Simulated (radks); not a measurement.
The hafnium ion Hf+ inside a hard spherical wall (all orbitals vanish at R), configuration held at [Xe] 4f14 5d1 6s2 and not refilled when levels cross. Method: scalar-relativistic Kohn-Sham, PBE, spin-polarised, spherical densities, point nucleus; open shells are filled with parallel spins first (spin-orbit coupling, left out, can overturn this in heavy ions); computed with a radial shooting solver on a logarithmic mesh with Libxc functionals. Eigenvalues in eV for spin up, with the zero of energy where the potential of the charges vanishes at infinity; a dash marks a level that is unbound or too diffuse for the functional's potential to be trusted. A positive occupied level is held by the wall or, in an anion where self-interaction has pushed it up, behind a barrier. The pressure on the wall is -dE/dV.

| R (bohr) | E (hartree) | kinetic (hartree) | e(5p) | e(4f) | e(6s) | e(5d) | e(6p, empty) | e(7s, empty) | pressure (GPa) |
|---|---|---|---|---|---|---|---|---|---|
| free | -15077.9842 | 16523.209 | -44.948 | -26.161 | -12.068 | -10.974 | -7.042 | - | 0 |
| 15 | -15077.9842 | 16523.209 | -44.948 | -26.161 | -12.068 | -10.974 | -7.042 | - | < 0.0001 |
| 12 | -15077.9842 | 16523.209 | -44.948 | -26.160 | -12.067 | -10.974 | -7.040 | -3.120 | < 0.0001 |
| 10 | -15077.9842 | 16523.210 | -44.942 | -26.155 | -12.063 | -10.969 | -7.019 | -2.590 | 0.00284 |
| 5 | -15077.8626 | 16523.943 | -42.881 | -23.968 | -9.517 | -9.022 | -2.316 | 17.499 | 15.4 |
| 4 | -15077.5049 | 16525.532 | -40.095 | -20.852 | -3.912 | -5.813 | 6.326 | 42.916 | 98.7 |
| 3 | -15075.7949 | 16532.426 | -32.682 | -12.195 | 17.771 | 4.471 | 35.786 | 114.86 | 955 |
| 2.5 | -15072.5932 | 16544.778 | -22.424 | -0.799 | 51.239 | 19.155 | 76.981 | 204.12 | 3910 |
